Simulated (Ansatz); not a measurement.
Ansatz (a first-principles code) input:
A basis named .json is the Basis Set Exchange file of that set.

Ansatz 0.2 input:
```yaml
crystal:
  periodic: [false, false, false]
  atoms:
    - {symbol: Si, position_ang: [-0.52968026, 0.27771185, -0.01333584]}
    - {symbol: F, position_ang: [-1.16163375, -0.83904229, -0.95539940]}
    - {symbol: F, position_ang: [-0.85800079, -0.14266202, 1.48649089]}
    - {symbol: Cl, position_ang: [1.50542556, 0.29102194, -0.27018362]}
basis:
  gaussian:
    orbitals: aug-cc-pV_D+d_Z.json
magnetization: {spin_polarized: true, initial_magnetization: 1}
correlation: {method: ccsd_t, electrons: outside_noble_gas}
output: {forces: true}
```

### Question
Predict the final energy.

### Answer
-948.15941 Eh (CCSD(T)/aug-cc-pV(D+d)Z). The basis has 110 functions.

It need not be the lowest isomer of its formula.
